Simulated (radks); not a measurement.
Numerical settings for the fluorine ion F+, [He] 2s2 2p4. Calculated with a radial shooting solver on a logarithmic mesh with Libxc functionals: non-relativistic Kohn-Sham, PBE, spin-polarised, spherical densities, point nucleus; open shells are filled with parallel spins first. The defaults (mesh step 0.008 in ln r, mesh end at 40 bohr or more with all orbitals vanishing there, Anderson mixing 0.5 over 9 steps, residual threshold near 1e-9 with the energy settled to 1e-9 hartree or 1e-11 of itself, here a cap of 62 iterations) give E = -99.0098 hartree and 2p at -25.975 eV in 14 iterations. Run on one thread of a shared host, so times are rough (Arm Neoverse N1): 0.1 s of CPU time, 0.1 s wall, 14 iterations on 2476 mesh points. Changes against that run (0 stands for a change within the tolerance of the run):

setting                     iterations         converged  E (mhartree)  e(2p) (meV)  CPU (s)
mesh step in ln r 0.005             14               yes             0            0     0.16
mesh step in ln r 0.02              14               yes             0            0     0.05
mesh step in ln r 0.08              14               yes      +0.00372            0     0.02
mesh end (bohr) 1                   13  level above zero     +2.08e+04    +1.46e+05     0.07
mesh end (bohr) 2                   13               yes          +986    +1.48e+04     0.09
residual threshold 1e-13            62                no             0            0     0.34
residual threshold 0.001             8               yes             0      +0.0486     0.07
mixing 1                            12               yes             0            0     0.09
linear mixing, mixing 1             62                no             0            0     0.37
linear mixing, mixing 0.05          62                no       +0.0558         -770     0.39
mixing history 2                    22               yes             0            0     0.14
iteration cap 3                      3                no         +1.78    -1.53e+03     0.03

Settled on a wrong energy, with an occupied level pushed above zero by the early mesh end: mesh end (bohr) 1 (+20.8 hartree). Apart from these: settings that end as converged yet miss the energy by more than 1 mhartree: mesh end (bohr) 2 (+0.986 hartree). A mesh that ends early acts as a hard wall.
